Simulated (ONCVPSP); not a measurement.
# Building the ONCV potential for oxygen (PBEsol, scalar-relativistic).

* Element: oxygen
* Generator: ONCVPSP 4.0.1
* Type: optimised norm-conserving Vanderbilt (ONCV)
* Functional: PBEsol
* Relativity: scalar-relativistic
* Frozen core: [He]
* Valence charge: 6
* Reference configuration: 2s2 2p4
* Partial waves: 2s: rc 0.65 bohr, ncon 4, nbas 7, qcut 12.6 1/bohr, 3 projectors, debl 0.9 Ha; 2p: rc 1.45 bohr, ncon 4, nbas 8, qcut 8.1 1/bohr, 2 projectors, debl 1.1 Ha
* Local potential: polynomial inside 0.60 bohr (lpopt 5, dvloc0 3 Ha)
* Core correction: Teter function, fcfact 1.75, rcfact 1.2

All-electron outer shells of the reference configuration (PBEsol, scalar-relativistic, ld1.x):

| shell | level (eV) | outermost node (bohr) | outermost maximum (bohr) |
| --- | --- | --- | --- |
| 1s | -512.77 | – | 0.13 |
| 2s | -23.81 | 0.28 | 0.87 |
| 2p | -8.97 | – | 0.82 |

Results:

```json
{
 "Cutoffs needed": "43 Ha and 245 Ha (the cutoffs (Ha) at which the residual kinetic energy of the hardest occupied pseudo-wave falls to 1 and 0.1 mHa per electron)",
 "Ghost test": "ghosts flagged at negative energy: s at -575.1 eV; GHOST(+) flagged for s at 357.5 eV; a true bound ghost makes a file unfit for plane-wave use",
 "Largest excitation error": "+857 meV (all-electron minus pseudo) for 2s2 2p1, out of 4 test configurations",
 "rms error of d²Exc/dni dnj": "1.76 mHa without and 1.52 mHa with the model core"
}
```

Generation and tests took about 3.4 s on one core of a shared server CPU.
